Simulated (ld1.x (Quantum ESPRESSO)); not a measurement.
boron, RRKJ: configuration errors across variants

* Element: boron (B)
* Generator: ld1.x (Quantum ESPRESSO) 7.5
* Type: norm-conserving RRKJ (Kleinman–Bylander form)
* Functional: PBE
* Relativity: non-relativistic
* Frozen core: [He]
* Valence charge: 3
* Reference configuration: 2s1 2p0 (charge +2)
* Partial waves: 2p (bound, empty): rc 1.85 bohr; 2s (bound): rc 1.00 bohr
* Local potential: the s channel
* Core correction: Bessel-smoothed model core, default radius (core density twice the valence density)

All-electron excitation energies from the reference (eV): (1) 2s2 2p1 -33.637; (2) 2s2 2p0 -25.415; (3) 2s2 2p0.5 -30.749; (4) 2s0 2p3 -21.929; (5) 2s2 2p1.3 -34.376; (6) 2s1 2p2 -27.793; (7) 2s1 2p1 -19.282.

Errors AE − PS in meV (a dash: test not solved or not reliable):

```csv
change,(1),(2),(3),(4),(5),(6),(7),bound ghosts
base,+71,+19,+49,+140,+77,+100,+56,none
"all radii but the core radius scaled by about 0.76 (s 0.76, p 1.42 bohr)",+61,+30,+48,+80,+65,+56,+31,none
"all radii but the core radius scaled by about 0.84 (s 0.84, p 1.56 bohr)",+56,+25,+43,+85,+59,+60,+33,none
"all radii but the core radius scaled by about 0.90 (s 0.90, p 1.66 bohr)",+59,+22,+44,+100,+63,+71,+40,none
"all radii but the core radius scaled by about 1.08 (s 1.08, p 2.00 bohr)",+88,+18,+59,+189,+96,+135,+75,none
"all radii but the core radius scaled by about 1.23 (s 1.22, p 2.28 bohr)",+134,+18,+85,+315,+149,+224,+121,none
"all radii but the core radius scaled by about 1.32 (s 1.32, p 2.44 bohr)",+176,+17,+107,+433,+198,+306,+161,none
"all radii but the core radius scaled by about 1.40 (s 1.40, p 2.60 bohr)",+233,+16,+137,+603,+266,+421,+216,none
```

Problem. Give the same row for: all radii but the core radius scaled by about 1.17 (s 1.18, p 2.16 bohr).

Solution. +113, +17, +73, +256, +125, +183, +100; bound ghosts: none.
